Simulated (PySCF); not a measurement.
SiOCl₂, SMILES Cl[Si](=O)Cl.

Coordinates come from a PBE-D3(BJ)/def2-SVP optimisation.

These are TDDFT-PBE/def2-SVPD in PySCF values and carry that method's errors.

Vertical excitations. Isolated molecule, no solvent. State labels are in the subgroup C2v.

Computed excitation energies, oscillator strengths and character:
```
state  symmetry  energy (eV)  λ (nm)      f                                              main pairs
-----  --------  -----------  ------  -----  ------------------------------------------------------
S1           B2         4.37     284  0.014                                          HOMO→LUMO 99 %
S2           A2         4.75     261  0.000                                       HOMO→LUMO+1 100 %
S3           B1         4.91     253  0.006                                        HOMO−1→LUMO 99 %
S4           A1         5.71     217  0.001                    HOMO−1→LUMO+1 59 %, HOMO−3→LUMO 40 %
S5           B2         5.84     212  0.022                                        HOMO−2→LUMO 98 %
S6           A2         6.08     204  0.000                                        HOMO−4→LUMO 99 %
S7           A2         6.13     202  0.000                                      HOMO−2→LUMO+1 99 %
S8           B1         6.38     194  0.000                                      HOMO−3→LUMO+1 98 %
S9           A1         6.52     190  0.084  HOMO−3→LUMO 42 %, HOMO−5→LUMO 31 %, HOMO−1→LUMO+1 20 %
S10          B2         6.84     181  0.069                                      HOMO−4→LUMO+1 91 %
T1           B2         4.01     309      0                                         HOMO→LUMO 100 %
T2           B1         4.41     281      0                                        HOMO−1→LUMO 98 %
T3           A2         4.43     280      0                                       HOMO→LUMO+1 100 %
T4           A1         4.53     274      0                                      HOMO−1→LUMO+1 96 %
```
Triplets are in the Tamm–Dancoff approximation, which puts them higher than full response would, so one can lie above its singlet here.
